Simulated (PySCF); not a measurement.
C3H9OSi, SMILES [Si](C)(C)(C)[O], multiplicity 2. Geometry optimised at PBE0-D3(BJ)/def2-SVP. The isomer is the one that the SMILES or the coordinates give; other isomers of the formula were not compared.

Computed equilibrium geometry at PBE0-D3(BJ)/def2-SVP (PySCF confirms it by a frequency run) as a Z-matrix, and its point group:
point group Cs.
```
Si
O 1 1.6905
C 1 1.8734 2 110.84
H 3 1.1005 1 110.70 2 -56.22
H 3 1.1012 4 107.99 1 -121.89
H 3 1.1020 4 108.37 5 -116.36
C 1 1.8734 2 110.84 3 123.85
H 7 1.1005 1 110.70 2 56.22
H 7 1.1012 8 107.99 1 121.89
H 7 1.1020 8 108.37 9 116.36
C 1 1.8827 2 101.17 7 118.07
H 11 1.0996 1 111.21 2 -60.68
H 11 1.0996 12 108.75 1 -122.79
H 11 1.1024 12 108.48 13 -117.80
```
Charge 0, spin multiplicity 2.
